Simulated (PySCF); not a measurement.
Job for PySCF: R-HF/STO-3G on FGeH3Si (SMILES [F][Ge][SiH3]), a point of a torsion scan.

```python
from pyscf import gto, scf, dft, mp
from pyscf.data.elements import chemcore

mol = gto.M(
    atom='''
    F     2.50204632    0.58081820   -0.19478886
    Ge    1.64404077   -0.95836409    0.30282575
    Si   -0.61712717   -0.03440145    0.01276703
    H    -0.73438393    1.35774110   -0.43445114
    H    -1.39406676   -0.11646515    1.26515089
    H    -1.40060730   -0.82996745   -0.95266599
    ''',
    basis='sto-3g',
    charge=0, spin=0, verbose=3, max_memory=1800)
mf = scf.RHF(mol)
mf.conv_tol = 1e-8
mf.max_cycle = 100
mf.kernel()
if not mf.converged:
    mf = mf.newton().run(mf.mo_coeff, mf.mo_occ)
```

It printed:

```
converged SCF energy = -2437.09445685436
```

Self-consistency was reached.

Cost: about 0.3 core-seconds (a rough figure).
